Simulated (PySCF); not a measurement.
**How methods differ on the excitation energy of Sc**

Sc [Ar] 3d1 4s2 (2D) → Sc [Ar] 4s2 4p1 (2P), as a difference of total energies. Calculation: PySCF 2.14, in aug-cc-pVTZ (8s7p5d3f2g, 93 functions); no relativity, point nucleus. Correlated levels: valence: [Ar] frozen. The calculations carry no spin-orbit coupling.

```
           method  excitation energy (cm⁻¹)  difference from reference (cm⁻¹)
              UHF                     24176                             +5469
              LDA                     31625                            +12919
              PBE                     31233                            +12527
             PW91                     31778                            +13072
            B3LYP                     30761                            +12054
          r2SCANh                     31678                            +12971
            wB97X                     29149                            +10443
    MP2 (valence)                     23669                             +4962
SCS-MP2 (valence)                     23407                             +4701
```

Reference: 18706 cm⁻¹ (measured; NIST levels, between the centres of gravity of the two terms).

These non-relativistic numbers lack the scalar-relativistic shift.

Errors of the correlated levels include the incompleteness of this basis and the frozen core.
